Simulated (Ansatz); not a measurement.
AlCl2F (SMILES [F][Al]([Cl])[Cl]): the energy, rung by rung

AlCl2F: 4 atoms, total charge 0, spin state singlet. SMILES: `[F][Al]([Cl])[Cl]`. The coordinates come from a PBE0-D4/def2-TZVP relaxation.

```xyz
4

F     0.0874    0.3882    1.6824
Al    0.0048    0.0215    0.0936
Cl    1.2230   -1.4637   -0.6634
Cl   -1.3153    1.0539   -1.1125
```

Quantity: the energy change with the F1–Al2 bond stretched from 1.633 to 4.082 Å, in eV. The values are calculated.

```
                      level                    kind  program  value (eV)  less FCI/STO-3G  CPU time (all runs)
     HF/STO-3G (restricted)            Hartree–Fock   Ansatz       11.34            +6.49               0.67 s
  SVWN5/STO-3G (restricted)                     LDA   Ansatz        8.10            +3.25                3.9 s
r2SCAN0/STO-3G (restricted)         hybrid meta-GGA   Ansatz        8.87            +4.02                 17 s
  wB97X/STO-3G (restricted)  range-separated hybrid   Ansatz        9.57            +4.72                 22 s
 B2PLYP/STO-3G (restricted)           double hybrid   Ansatz        6.23            +1.38                7.1 s
    MP2/STO-3G (restricted)     perturbation theory   Ansatz        4.79            -0.06                  1 s
   CCSD/STO-3G (restricted)   coupled cluster or CI   Ansatz        4.93            +0.08                  1 s
                 FCI/STO-3G      exact in the basis   Ansatz        4.85             0.00                 44 s
```

FCI/STO-3G is exact within its basis and frozen core, so for wave-function methods in that basis the difference is their error; functionals converge differently with the basis, so for them it is only a difference. A spin-restricted reference rises too steeply as a bond breaks; here HF/STO-3G, SVWN5/STO-3G, r2SCAN0/STO-3G, wB97X/STO-3G, B2PLYP/STO-3G lie well above the multireference or unrestricted value. The first shape isn't each level's own minimum. The values span 4.79 to 11.34 eV. All rows use very small basis sets, so none should be taken for the real molecule's value. In so small a basis fixed costs decide the times, and correlated methods can beat functionals. Times are those of the runs behind each value, whatever else they computed, on shared processors of several kinds: orders of magnitude only.
